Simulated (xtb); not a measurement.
BI$_{3}$, charge -1, doublet, at a GFN2-xTB geometry (a state made from the parent by changing its charge; the spin is typed, not shown lowest), atoms displaced at random by about 0.02 Å a coordinate; GFN2-xTB in xtb.

xtb was given this input:
```
$ xtb mol.xyz --gfn 2 --chrg -1 --uhf 1 --opt lax --json

# file mol.xyz
4

B      0.02467369     0.02144493    -0.01054750
I      2.11712719    -0.39475962    -0.66808844
I     -0.78650974    -0.90587434     1.86528977
I     -1.28574248     1.28446279    -1.22084839
```

What the program printed (banner, timings and long lists left out):

```
   ID    Z sym.   atoms
    1    5 B      1
    2   53 I      2-4

           -------------------------------------------------
          |                Calculation Setup                |
           -------------------------------------------------

           -------------------------------------------------
          |                 G F N 2 - x T B                 |
           -------------------------------------------------

          ...................................................
          :                      SETUP                      :
          :.................................................:
          :  # basis functions                  34          :
          :  # atomic orbitals                  31          :
          :  # shells                           11          :
          :  # electrons                        25          :
          :  max. iterations                   250          :
          :  Hamiltonian                  GFN2-xTB          :
          :  restarted?                      false          :
          :  GBSA solvation                  false          :
          :  PC potential                    false          :
          :  electronic temp.          300.0000000     K    :
          :  accuracy                    1.0000000          :
          :  -> integral cutoff          0.2500000E+02      :
          :  -> integral neglect         0.1000000E-07      :
          :  -> SCF convergence          0.1000000E-05 Eh   :
          :  -> wf. convergence          0.1000000E-03 e    :
          :  Broyden damping             0.4000000          :
          :  net charge                         -1          :
          :  unpaired electrons                  1          :
          ...................................................

 iter      E             dE          RMSdq      gap      omega  full diag
   1    -12.7906367 -0.127906E+02  0.107E+01    2.13       0.0  T
   2    -12.8368890 -0.462524E-01  0.130E+01    3.74       1.0  T
   3    -12.9480838 -0.111195E+00  0.802E+00    3.11       1.0  T
   4    -12.8721102  0.759736E-01  0.653E+00    2.48       1.0  T
   5    -12.9177610 -0.456508E-01  0.453E+00    2.37       1.0  T
   6    -12.9571399 -0.393790E-01  0.120E+00    1.97       1.0  T
   7    -12.9529782  0.416173E-02  0.174E+00    2.08       1.0  T
   8    -12.9588235 -0.584526E-02  0.383E-01    2.00       1.0  T
   9    -12.9592136 -0.390165E-03  0.118E-01    2.02       1.0  T
  10    -12.9592426 -0.289382E-04  0.881E-02    2.04       1.0  T
  11    -12.9592506 -0.803739E-05  0.187E-02    2.04       2.7  T
  12    -12.9592509 -0.258144E-06  0.290E-02    2.04       1.7  T
  13    -12.9592518 -0.989172E-06  0.145E-02    2.04       3.4  T
  14    -12.9592522 -0.320528E-06  0.364E-03    2.04      13.7  T
  15    -12.9592522 -0.264033E-07  0.784E-04    2.04      63.8  T
  16    -12.9592522 -0.163121E-08  0.270E-04    2.04     184.9  T

   *** convergence criteria satisfied after 16 iterations ***

         :::::::::::::::::::::::::::::::::::::::::::::::::::::
         ::                     SUMMARY                     ::
         :::::::::::::::::::::::::::::::::::::::::::::::::::::
         :: total energy             -12.946525256888 Eh    ::
         :: gradient norm              0.013479084558 Eh/a0 ::
         :: HOMO-LUMO gap              2.035249221422 eV    ::
         ::.................................................::
         :: SCC energy               -12.959251307636 Eh    ::
         :: -> isotropic ES            0.137415712590 Eh    ::
         :: -> anisotropic ES         -0.005291977840 Eh    ::
         :: -> anisotropic XC         -0.008617035386 Eh    ::
         :: -> dispersion             -0.005281349374 Eh    ::
         :: repulsion energy           0.012726050748 Eh    ::
         :: add. restraining           0.000000000000 Eh    ::
         :: total charge              -1.000000000000 e     ::
[...]
 * total energy  :   -12.9465253 Eh     change       -0.1621814E-09 Eh
 * total energy  :   -12.9468925 Eh     change       -0.3672833E-03 Eh
 * total energy  :   -12.9470825 Eh     change       -0.1899793E-03 Eh
 * total energy  :   -12.9470792 Eh     change        0.3292324E-05 Eh
 * total energy  :   -12.9471227 Eh     change       -0.4345134E-04 Eh
 * total energy  :   -12.9471154 Eh     change        0.7235843E-05 Eh
 * total energy  :   -12.9471234 Eh     change       -0.7960107E-05 Eh
   *** GEOMETRY OPTIMIZATION CONVERGED AFTER 7 ITERATIONS ***
         :: total energy             -12.947123402992 Eh    ::
[...]
         1        2.0000           -0.5624162             -15.3041
         2        2.0000           -0.5624094             -15.3039
         3        2.0000           -0.5480880             -14.9142
         4        2.0000           -0.3363847              -9.1535
         5        2.0000           -0.2883540              -7.8465
         6        2.0000           -0.2883062              -7.8452
         7        2.0000           -0.2649374              -7.2093
         8        2.0000           -0.2476977              -6.7402
         9        2.0000           -0.2476651              -6.7393
        10        2.0000           -0.2459933              -6.6938
        11        2.0000           -0.2459585              -6.6929
        12        2.0000           -0.2414240              -6.5695
        13        1.0000           -0.0752642              -2.0480 (HOMO)
        14                          0.0053223               0.1448 (LUMO)
        15                          0.0639750               1.7408
        16                          0.0640803               1.7437
        17                          0.2027352               5.5167
        18                          0.2027449               5.5170
        19                          0.2068665               5.6291
        20                          0.2125901               5.7849
        21                          0.2126229               5.7858
        22                          0.2179341               5.9303
        23                          0.2196167               5.9761
        24                          0.2196576               5.9772
       ...                                ...                  ...
        31                          0.9104338              24.7742
      -------------------------------------------------------------
                  HL-Gap            0.0805865 Eh            2.1929 eV
             Fermi-level           -0.0966575 Eh           -2.6302 eV

     #   Z          covCN         q      C6AA      α(0)
     1   5 B        2.642     0.240    18.072     7.170
     2  53 I        1.249    -0.413   403.776    34.688
     3  53 I        1.249    -0.413   403.774    34.688
     4  53 I        1.251    -0.413   403.777    34.688

 Mol. C6AA /au·bohr⁶  :       4164.267008
 Mol. C8AA /au·bohr⁸  :     365486.837742
 Mol. α(0) /au        :        111.233351

Wiberg/Mayer (AO) data.
largest (>0.10) Wiberg bond orders for each atom

 ---------------------------------------------------------------------------
     #   Z sym  total        # sym  WBO       # sym  WBO       # sym  WBO
 ---------------------------------------------------------------------------
     1   5 B    2.699 --     3 I    0.900     2 I    0.900     4 I    0.899
     2  53 I    0.910 --     1 B    0.900
     3  53 I    0.910 --     1 B    0.900
     4  53 I    0.910 --     1 B    0.899
 ---------------------------------------------------------------------------

Topologies differ in total number of bonds
Writing topology from bond orders to xtbtopo.mol

molecular dipole:
                 x           y           z       tot (Debye)
 q only:       -0.026       0.012       0.027
   full:       -0.030       0.000       0.020       0.091
molecular quadrupole (traceless):
                xx          xy          yy          xz          yz          zz
 q only:       -3.828       3.981       4.901       2.587       6.636      -1.074
  q+dip:       -7.299       7.599       9.348       4.927      12.667      -2.049
   full:       -6.654       6.926       8.522       4.493      11.547      -1.868

optimized geometry written to: xtbopt.xyz

           -------------------------------------------------
          | TOTAL ENERGY              -12.947123402992 Eh   |
          | GRADIENT NORM               0.002036897163 Eh/α |
          | HOMO-LUMO GAP               2.192869899046 eV   |
           -------------------------------------------------

normal termination of xtb
```
